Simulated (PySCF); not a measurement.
## Relaxation of singlet ScOF

These are results of PySCF, PBE0, basis Sc def2-TZVP, O def2-TZVP, F def2-TZVP (no relativity, density fitting), not measurements. A (50,194) grid was used.

A start displaced from a saddle point along its imaginary mode, of Cs symmetry, held to at least that symmetry:

```xyz
3
charge 0 multiplicity 1, angstrom
Sc    0.0792   -0.0022   -0.1314
O    -0.1200    0.0034   -1.8221
F    -0.0864    0.0024    1.8450
```

Question: What forces act on the atoms at the start (eV/Å)?

Answer: 
```tsv
atom	Fx	Fy	Fz
Sc1	0.31	-0.01	-0.31
O2	-0.14	0.00	0.59
F3	-0.17	0.01	-0.28
```

Question: What does it relax to?

Answer: It ends at Cs with Sc–F 1.891 Å, Sc–O 1.671 Å; F–Sc–O 120.9° (after a last refinement on a finer grid). A frequency run shows a minimum. Other isomers or separated fragments may lie lower.

Question: How much energy is released, and in how many steps?

Answer: 40.7 kJ/mol in 9 steps.

The relaxation took about 50 core-seconds on a shared host.
